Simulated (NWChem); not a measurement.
System: SnNH4Cl; SMILES [NH2][SnH2][Cl]

```xyz
7

Sn    -0.3133     0.3585     0.0000
N      1.3219     1.5529     0.0000
Cl     0.2895    -1.9373     0.0000
H     -1.1678     0.6247    -1.4523
H     -1.1678     0.6247     1.4523
H      1.9123     1.4435    -0.8225
H      1.9123     1.4435     0.8225
```
Atoms are numbered in this order, from 1.

Computed with NWChem. Medium grid unless said otherwise, to which SCAN and Minnesota functionals are sensitive. All runs use the structure optimised with PBE0/def2-SVP. def2 effective core potentials on Sn; no spin-orbit coupling. Hybrids' shares of exact exchange are those that their runs print; pure functionals count as 0. The functionals differ in more than this share.

```csv
row,share of exact exchange,highest occupied level (eV)
PBE/def2-SVP,0.00,-6.09
r2SCAN/def2-SVP,0.00,-6.45
B3LYP/def2-SVP,0.20,-7.24
PBE0/def2-SVP,0.25,-7.55
BHandHLYP/def2-SVP,0.50,withheld
```

Problem. Fit a straight line of the last column on the one before it, predict the withheld value, and compare with the run.

Solution. 
1. Means of the 4 shown rows: x = 0.113, y = -6.833. Slope Σ(x − x̄)(y − ȳ)/Σ(x − x̄)² = -0.2609/0.05188 = -5.029; intercept -6.267.
2. The shown rows scatter about the line by 0.129 (root mean square); the largest residual is -0.18, at r2SCAN/def2-SVP.
3. At x = 0.50 (BHandHLYP/def2-SVP; beyond the shown range) the line gives -8.78.
4. The run gives -8.87, -0.09 from the line, 0.7 times the scatter.
